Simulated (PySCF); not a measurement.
C6H8P2.
Structure used (GFN2-xTB), in Å, numbered top down from 1:
```xyz
16
C6H8P2 angstrom
C     -1.3740    1.3982    0.6832
C     -0.1332    0.6128    0.3497
P      1.3394    1.3569    0.9462
C      2.5887    0.2719    0.4336
C      2.4668   -0.8963   -0.2730
P      1.0257   -1.6498   -0.8691
C     -0.2559   -0.5647   -0.3612
C     -1.6265   -1.0261   -0.7808
H     -1.1137    2.2949    1.2441
H     -1.8993    1.6980   -0.2238
H     -2.0607    0.8025    1.2847
H      3.5890    0.5833    0.7213
H      3.3773   -1.4424   -0.5033
H     -2.1063   -0.2858   -1.4212
H     -1.5570   -1.9649   -1.3287
H     -2.2677   -1.1796    0.0870
```

Probes without a nucleus sit at each ring's centroid and 1 Å off its mean plane on both sides; NICS is minus the shielding there, NICSzz its component along the normal. Level: GIAO PBE0/pcSseg-1 (PySCF, non-relativistic, gas phase) on the GFN2-xTB geometry, one conformer.

Ring bond lengths (Å), with Mayer bond orders in brackets: C2–P3 1.754 (1.29), P3–C4 1.732 (1.31), C4–C5 1.371 (1.51), C5–P6 1.732 (1.31), P6–C7 1.754 (1.29), C7–C2 1.381 (1.42).

Q: Give the NICS values of each ring in ppm.

A: 
```json
{"ring": "C2–P3–C4–C5–P6–C7", "type": "6-membered ring with 2 P; formal bonds all aromatic", "NICS(0)": "-6.4", "NICS(1), two faces": "-9.9 / -9.9", "NICS(1)zz, two faces": "-24.1 / -24.1", "rms pucker (Å)": "0.00", "centre to ring atoms, mean (Å)": "1.61"}
```

Q: What do they say, and how far can they be read as aromaticity?

A: 
- C2–P3–C4–C5–P6–C7: mean NICS(1)zz -24.1 ppm, shielded.

Q: How equal are the bonds by HOMA? HOMA takes Krygowski's 1993 parameters.

A: 
- C2–P3–C4–C5–P6–C7: HOMA 0.81; the largest term is that of C2–P3, α(R − Ropt)² = 0.38.

Cost: about 1.6 min of CPU time on one thread (grids of density and orbitals included); the machine was shared, so the figure is rough. This is the whole shielding run at PBE0/pcSseg-1, SCF included.
